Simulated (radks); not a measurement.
The indium ion In2+, [Kr] 4d10 5s1. All-electron calculation, non-relativistic Kohn-Sham, r2SCAN, spin-polarised, spherical densities, point nucleus; meta-GGA in the generalised Kohn-Sham scheme. Program: a radial shooting solver on a logarithmic mesh with Libxc functionals. Every spin shell is full or empty, so the densities are truly spherical. Functionals are evaluated on that one density, not self-consistently. Rank these exchange functionals by their error against the exact value of the orbitals, and give that value: LDA, PBEsol, RPBE, PW86, OPTX, WC, EV93, revTPSS, SCAN, MS2, Tao-Mo, TASK, MVS.

Answer. Exact: -153.422 hartree. From best to worst, with 100 (|E| - |E exact|)/|E exact| (equal figures are ties): MVS +0.08, SCAN +0.17, PW86 -0.20, RPBE -0.25, EV93 -0.29, MS2 -0.59, Tao-Mo -0.82, WC -0.89, revTPSS -0.93, OPTX +1.20, TASK -2.24, PBEsol -2.30, LDA -4.92.
